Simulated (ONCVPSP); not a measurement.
Potentials for K (Z = 19) compared

Generated with ld1.x 7.5 (TM, RRKJ, ultrasoft, PAW), atompaw 4.2 or ONCVPSP 4.0.1. The cutoff is in Ry: for ld1.x and atompaw files where the sum of valence levels is converged to 10 mRy in a Bessel basis, for ONCV files where the hardest occupied wave has 1 mHa per electron of residual kinetic energy. The error is the largest all-electron minus pseudo excitation energy over each file’s own four to seven test configurations (ionisations up to +4, promotions, holes and added fractions of an electron), all of which were solved. The labels leave out finer settings (local radius, basis sizes, second energies), which also bear on the numbers. Spin-polarised tests are not counted. The rows are a selection from randomly drawn settings: files with unsolved tests, undetermined cutoffs or missed reference levels are left out.

```tsv
potential	cutoff (Ry)	largest error (meV)	bound ghosts
ONCV, LDA (Perdew-Wang 92), scalar-relativistic, rc 3.60/1.65/3.60 (spd), local smoothed, core correction no, reference 3p6 4s1, qcut 2.1/9.3/3, projectors 2/2/2	23	-128	none
ONCV, PBE, scalar-relativistic, rc 2.45/2.15/2.50 (spd), local smoothed, core correction yes, reference 3s2 3p6 4s1, qcut 5.8/6.6/4.4, projectors 2/2/1	24	-222	none
ONCV, LDA (Perdew-Wang 92), scalar-relativistic, rc 2.10/2.40/2.10 (spd), local d, core correction yes, reference 3s2 3p6 4p1, qcut 4.3/6.3/4.9, projectors 2/2/0	23	-116	none
```

Question: Fill in the row for K: ONCV, LDA (Perdew-Zunger), scalar-relativistic, rc 1.95/1.70/1.65 (spd), local smoothed, core correction no, reference 3s2 3p6, qcut 7.1/7/6.4, projectors 1/2/1.

Answer: cutoff 34 Ry, largest error +39 meV, bound ghosts: none.

Question: Fill in the row for K: ONCV, PBE, scalar-relativistic, rc 1.95/2.10/1.90 (spd), local smoothed, core correction yes, reference 3s2 3p6 4s1, qcut 6.9/5.2/5.9, projectors 2/2/2.

Answer: cutoff 27 Ry, largest error -88 meV, bound ghosts: none.
